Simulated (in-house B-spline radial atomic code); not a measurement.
# Sc VII (Sc6+): [Ne] 3s2 3p3

All numbers are computed (Dirac-Hartree-Fock, average of configuration; Fermi nucleus of rms radius 3.5459 fm) with a radial B-spline atomic code at the basis-set limit, not measured.

Screening seen three ways: the hydrogenic charge with the same mean radius, Z_r = [3n² - l(l+1)]/(2<r>), the one with the same energy, Z_e = n√(-2ε), and Slater's rules. Values are occupation-weighted means over j.

| shell | electrons | ε (eV) | <r> (bohr) | Z_r | Z_e | Slater |
| --- | --- | --- | --- | --- | --- | --- |
| 1s | 2 | -4652.6 | 0.07296 | 20.56 | 18.49 | 20.70 |
| 2s | 2 | -631.59 | 0.3391 | 17.69 | 13.63 | 16.85 |
| 2p | 6 | -534.26 | 0.3053 | 16.38 | 12.53 | 16.85 |
| 3s | 2 | -158.49 | 0.9908 | 13.63 | 10.24 | 10.80 |
| 3p | 3 | -134.06 | 1.027 | 12.18 | 9.42 | 10.80 |

The least bound orbital is 3p3/2 at -133.8 eV, and it is also the most diffuse (<r> = 1.028 bohr).

Spin-orbit splittings of the orbital energies (j = l + 1/2 above j = l - 1/2 when positive): 2p 4.787 eV, 3p 0.6741 eV.

For the 1s electron the small component carries 0.565 % of the norm, the zero-frequency Breit interaction raises the level by 4.205 eV, self-energy by 1.975 eV, and vacuum polarisation lowers it by 0.1498 eV.

The density falls to 0.001 bohr⁻³ at 2.34 bohr; Σ<r²> = 6.8519 bohr² gives, by the non-relativistic formula and without the paramagnetism of open shells, a Langevin diamagnetic susceptibility of -5.427×10⁻⁶ cm³/mol.
